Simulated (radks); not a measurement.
Spin polarisation of the 5d7 shell in Pt3+. Start: [Xe] 4f14 5d(up 3.5, down 3.5); electrons of 5d are moved from spin down to spin up, other shells keep equal spins. All-electron calculation, scalar-relativistic Kohn-Sham, r2SCAN, spin-polarised, spherical densities, finite nucleus; meta-GGA in the generalised Kohn-Sham scheme; Fermi nuclear charge, rms radius of each element as measured or else 0.836 A^(1/3) + 0.57 fm. Program: a radial shooting solver on a logarithmic mesh with Libxc functionals.

\begin{tabular}{lrrrrr}
moment (Bohr magnetons) & E - E(0) (eV) & e(5d up) (eV) & e(5d down) (eV) & 5p down minus up (eV) & 4f down minus up (eV) \\ \hline
0 & 0.000 & -38.902 & -38.902 & 0.000 & 0.000 \\
0.75 & -0.131 & -39.242 & -38.542 & 0.612 & 0.110 \\
1.5 & -0.525 & -39.561 & -38.158 & 1.227 & 0.219 \\
2.25 & -1.184 & -39.863 & -37.747 & 1.846 & 0.328 \\
3 & -2.113 & -40.147 & -37.305 & 2.472 & 0.435 \\
\end{tabular}

At moment 3 the spin-polarisation energy is -2.113 eV and the 5d exchange splitting 2.842 eV, that is 0.947 eV per Bohr magneton; E = -I m^2/4 would give I = 0.939 eV.
